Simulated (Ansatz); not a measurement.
C₂H₇BN₂ (`BCC(=N)N`). Total charge 0; spin multiplicity 1.

Z-matrix (Å, degrees):
```
C
C 1 1.501
B 1 1.550 2 118.8
H 1 1.109 2 108.6 3 114.6
H 1 1.091 2 108.9 3 -131.5
N 2 1.378 1 114.8 3 -58.1
N 2 1.273 1 118.8 3 124.3
H 3 1.196 1 119.9 2 -162.1
H 3 1.200 1 121.7 2 22.0
H 6 1.007 2 116.7 1 166.0
H 6 1.007 2 116.9 1 26.0
H 7 1.020 2 111.6 1 -179.4
```

Task: Give the diagnostics of a CCSD(T)/def2-TZVPP run (frozen core, the Gaussian-basis code of Ansatz). (An estimate is asked.)

Result: Computed: T1 = 0.0126, largest single amplitude 0.018, largest double 0.029, (T) share of the correlation energy 4.1 %, 10 CCSD cycles. The RHF solution is stable towards an unrestricted one. T1 lies under the customary mark of 0.02 for closed shells.
